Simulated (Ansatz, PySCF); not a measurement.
System: SbF3, net charge 1, doublet state. 
Structure (B3LYP-D3(BJ)/def2-TZVP (Ansatz, a first-principles code) minimum search):
```xyz
4

Sb     0.0034     0.0000     0.2553
F     -1.3795    -1.0085    -0.4640
F     -0.1934     1.6935    -0.4794
F      1.5534    -0.6847    -0.5034
```
Charge +1, spin multiplicity 2.

Total electronic energies in hartree. Correlated levels leave the core frozen unless marked. UHF or UKS for open shells. Spin-orbit coupling is left out. The frozen core is the preceding noble-gas configuration, with the filled d and f shells of earlier blocks. Past Kr the def2 sets carry scalar-relativistic core potentials. STO-3G rows are all-electron and non-relativistic. CBS marks a two-point X^-3 extrapolation of the correlation energy; Hartree-Fock from the larger set. The bracket is a focal-point correction in the basis named.

```csv
level,program,energy (Eh)
RI-HF/def2-TZVPPD,Ansatz,-537.39605
SVWN5/def2-TZVPD,Ansatz,-537.35319
PBE-D4/def2-TZVPD,Ansatz + dftd4,-539.32653
BLYP-D3(BJ)/def2-TZVPD,Ansatz + dftd3,-539.55144
BLYP/def2-TZVPD,Ansatz,-539.54695
revPBE/def2-TZVPD,Ansatz,-539.55156
r2SCAN-D3(BJ)/def2-TZVPD,Ansatz + dftd3,-539.57320
B3LYP-D4/def2-TZVPD,Ansatz + dftd4,-539.67320
B3LYP/def2-TZVPD,Ansatz,-539.66952
PBE0-D3(BJ)/def2-TZVP,Ansatz + dftd3,-539.31058
PBE0-D4/def2-TZVP,Ansatz + dftd4,-539.31070
BHLYP-D3(BJ)/def2-TZVPD,Ansatz + dftd3,-539.40886
TPSSh-D3(BJ)/def2-TZVPD,PySCF + dftd3,-539.50702
M06-2X/def2-TZVPD,PySCF,-539.41466
CAM-B3LYP-D3(BJ)/def2-TZVPD,Ansatz + dftd3,-539.51416
LC-wPBE-D3(BJ)/def2-TZVPD,Ansatz + dftd3,-539.45955
LC-wPBE/def2-TZVPD,Ansatz,-539.45758
B2GP-PLYP-D3(BJ)/def2-TZVPD,Ansatz + dftd3,-539.04498
B2GP-PLYP-D4/def2-TZVPD,Ansatz + dftd4,-539.04393
MP2/def2-SVP,Ansatz,-537.62000
CCSD/def2-TZVPP,Ansatz,-538.24911
CCSD(T)/STO-3G,Ansatz,-6545.31995
"RI-MP2/CBS(def2-TZVPP,def2-QZVPP)+[CCSD(T)-MP2]/def2-TZVPP",Ansatz,-538.4421
```

Totals of different functionals don't rank their quality; only differences between species are comparable.
